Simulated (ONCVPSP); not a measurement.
potassium: variants of one ONCV potential

Base potential:

- Element: K (Z = 19)
- Generator: ONCVPSP 4.0.1
- Type: optimised norm-conserving Vanderbilt (ONCV)
- Functional: PBEsol
- Relativity: non-relativistic
- Frozen core: [Ne]
- Valence charge: 9
- Reference configuration: 3s2 3p6 4s1
- Partial waves: 3s+4s: rc 2.40 bohr, ncon 4, nbas 7, qcut 5.6 1/bohr, 2 projectors; 3p: rc 1.55 bohr, ncon 3, nbas 6, qcut 10.7 1/bohr, 2 projectors, debl 1 Ha; d scattering state at 0.36 Ha: rc 2.35 bohr, ncon 4, nbas 7, qcut 4.1 1/bohr, 1 projector
- Local potential: polynomial inside 1.10 bohr (lpopt 5, dvloc0 1 Ha)
- Core correction: none

Cutoffs, loose and tight: the cutoffs (Ha) at which the residual kinetic energy of the hardest occupied pseudo-wave falls to 1 and 0.1 mHa per electron. They do not see the model core or the augmentation charge, which bear on the density cutoff. Test errors are all-electron minus pseudo excitation energies from the reference, over the configurations 3s2 3p6 4s0; 3s2 3p6 4s0.5; 3s2 3p6 4s0 4p1; 3s2 3p5 4s1. A dash means not determined; rows that change the core or the reference have their own tests.

```csv
change,outcome,"cutoff, loose","cutoff, tight",bound ghosts,GHOST(+) flags above zero,largest test error (meV)
base,generated,22 Ha,31 Ha,none,none,+19
p: rc 1.14,generated,26 Ha,35 Ha,none,none,+20
p: rc 1.54,generated,22 Ha,31 Ha,none,none,+19
p: rc 1.84,generated,11 Ha,16 Ha,none,none,+17
p: rc 1.94,generated,12 Ha,14 Ha,none,none,+16
p: rc 2.26,generated,12 Ha,15 Ha,none,none,+16
```

Question: What comes out with this change to the base: p: rc 1.28?

Answer: outcome: generated; cutoff, loose: 27 Ha; cutoff, tight: 37 Ha; bound ghosts: none; GHOST(+) flags above zero: none; largest test error (meV): +20.

Reading the sweep of the p radius (base included, trends over the rows without a ghost): The loose cutoff is not monotonic: lowest 11 Ha at 1.84 bohr, highest 27 Ha at 1.28 bohr. The median size of the test errors (rows with all tests solved) stays near 0.1 meV.
